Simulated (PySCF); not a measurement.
## Electron correlation in Al (aluminium, neutral)

[Ne] 3s2 3p1, 2P determinant. Computed with PySCF 2.14 in aug-cc-pCVTZ-DK with one added diffuse shell each of s, p, d, f type (9s8p6d4f, 91 functions), with the spin-free X2C one-electron Hamiltonian (Gaussian nucleus). Frozen: [Ne]; 3 electrons correlated.

```
  level  correlation energy (mhartree)
   CCSD                         -51.31
    (T)                          -1.19
CCSD(T)                         -52.50
```

Diagnostics: T1 = 0.019, D1 = 0.0420, largest double amplitude 0.054.

Cost of the coupled-cluster step: roughly 15 core-seconds, for 3 correlated electrons.

Iterations:

```
CC2 = 0
CCSD nocc = (np.int64(2), np.int64(1)), nmo = (86, 86)
frozen orbitals [[0, 1, 2, 3, 4], [0, 1, 2, 3, 4]]
max_cycle = 100
direct = 0
conv_tol = 1e-08
conv_tol_normt = 1e-06
diis_space = 8
diis_start_cycle = 0
Init t2, MP2 energy = -0.036351743761317
Init E_corr(UCCSD) = -0.0363517437620122
cycle = 1  E_corr(UCCSD) = -0.0453116181041232  dE = -0.00895987434  norm(t1,t2) = 0.0601298
cycle = 2  E_corr(UCCSD) = -0.0485589585432681  dE = -0.00324734044  norm(t1,t2) = 0.0280427
cycle = 3  E_corr(UCCSD) = -0.0512891470404173  dE = -0.0027301885  norm(t1,t2) = 0.014425
cycle = 4  E_corr(UCCSD) = -0.0512792706396009  dE = 9.87640082e-06  norm(t1,t2) = 0.00239121
cycle = 5  E_corr(UCCSD) = -0.0513197058585135  dE = -4.04352189e-05  norm(t1,t2) = 0.000440417
cycle = 6  E_corr(UCCSD) = -0.0513049753869336  dE = 1.47304716e-05  norm(t1,t2) = 0.000102285
cycle = 7  E_corr(UCCSD) = -0.0513084872488882  dE = -3.51186195e-06  norm(t1,t2) = 3.29985e-05
cycle = 8  E_corr(UCCSD) = -0.0513093089152837  dE = -8.21666395e-07  norm(t1,t2) = 1.00275e-05
cycle = 9  E_corr(UCCSD) = -0.0513086360647165  dE = 6.72850567e-07  norm(t1,t2) = 3.72054e-06
cycle = 10  E_corr(UCCSD) = -0.0513087203968343  dE = -8.43321178e-08  norm(t1,t2) = 9.24395e-07
cycle = 11  E_corr(UCCSD) = -0.0513087162459134  dE = 4.15092086e-09  norm(t1,t2) = 2.75958e-07
UCCSD converged
E(UCCSD) = -242.3658959099923  E_corr = -0.05130871624591343
UCCSD(T) correction = -0.00118969912140307
```
